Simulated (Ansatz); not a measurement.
H₈Ge₃, charge -1, doublet, at a GFN2-xTB geometry (a state made from the parent by changing its charge; the spin is typed, not shown lowest) (a gas-phase anion, which may not be bound at this level); R2SCAN/STO-3G (Ansatz, an electronic-structure program).

Here is a job for Ansatz.
Ansatz 0.2 input:
```yaml
crystal:
  periodic: [false, false, false]
  atoms:
    - {symbol: Ge, position_ang: [2.32137685, 0.68821490, -0.17150127]}
    - {symbol: Ge, position_ang: [0.12444571, -0.56525556, 0.18453663]}
    - {symbol: Ge, position_ang: [-2.43883140, -0.18974445, 0.00512057]}
    - {symbol: H, position_ang: [3.91269323, 0.88255014, -0.10489752]}
    - {symbol: H, position_ang: [2.19529399, 1.20419717, -1.63786851]}
    - {symbol: H, position_ang: [2.00076815, 2.07034924, 0.47139910]}
    - {symbol: H, position_ang: [0.30638396, -1.08580251, 1.70164838]}
    - {symbol: H, position_ang: [0.43371014, -2.07106244, -0.33942239]}
    - {symbol: H, position_ang: [-2.53135236, 0.35212779, -1.45867386]}
    - {symbol: H, position_ang: [-2.50480460, 1.22742464, 0.65743199]}
    - {symbol: H, position_ang: [-4.03640936, -0.44266099, 0.12939353]}
basis:
  gaussian:
    orbitals: STO-3G
    final_grid: {core_spheres: 6, valence_spheres: 12, degree: 29}
hamiltonian:
  xc: r2scan
total_charge: -1
magnetization: {spin_polarized: true, initial_magnetization: 1}
```

Task: Predict the main parts of the log of this Ansatz run.

Result: 
```
Functional definition: r2SCAN
653 factors; integrals over basis functions are off by at most 3.2e-5 eV
mean field evaluation 1: about -167655.3889 eV, gradient 1.1e2 eV
mean field evaluation 2: about -167693.4298 eV, gradient 6.3e1 eV
mean field evaluation 4: about -167725.8439 eV, gradient 2.9e1 eV
mean field evaluation 8: about -167731.7995 eV, gradient 1.5e-1 eV
mean field evaluation 16: about -167731.8936 eV, gradient 4.4e-4 eV
mean field -167731.89362211 eV, -6164.0333978518 hartree, gradient 8.1e-5 eV, S^2 0.753485; 0 other end points of the search recorded, 0 dependent functions left out
reference -167731.89363247 eV, -6164.0333982322 hartree; 53, 52 occupied and 9, 10 virtual orbitals, 653 factors
Total energy: -167731.89363247 eV, -6164.0333982322 hartree
```
